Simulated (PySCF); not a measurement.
A GIAO shielding run with PySCF (density fitting, non-relativistic, gas phase) on `[Si@H]1(/C=C/C=O)OCCS1`, C5H8O2SSi:

```
$ OMP_NUM_THREADS=1 python probes_run.py task.json out

{"job": {"kind": "nmr", "xc": "PBE0", "basis": "pcSseg-1"}, "charge": 0, "multiplicity": 1}
O      3.387911     2.750879     0.105912
C      3.147221     1.576281    -0.004096
C      1.841984     0.961105     0.240005
C      1.634725    -0.354285     0.145466
Si    -0.010970    -1.207018     0.438038
O     -1.104446    -0.103283     0.919037
C     -2.363295    -0.123676     0.302682
C     -2.220492    -0.448808    -1.177061
S     -1.025829    -1.817740    -1.362533
H      3.932822     0.854724    -0.306756
H      1.044281     1.635093     0.520415
H      2.468491    -0.988271    -0.128385
H      0.060835    -2.347510     1.338319
H     -2.990234    -0.876044     0.793726
H     -2.817349     0.861944     0.438981
H     -3.164844    -0.766056    -1.611902
H     -1.827808     0.404696    -1.728969
```

Hardware: 1 thread of an AMD EPYC, shared host. The job also computes population analyses, field gradients, ring-centre shieldings.

(1) How large is the calculation?

(2) How long does it take, and how much memory does it need?

Results:

(1) 84 electrons, 207 basis functions and 1119 auxiliary functions.

(2) 2 min of wall time, with 15 SCF cycles and 5 response iterations; peak memory 0.92 GiB. Times on a shared host scatter by some tens of per cent.
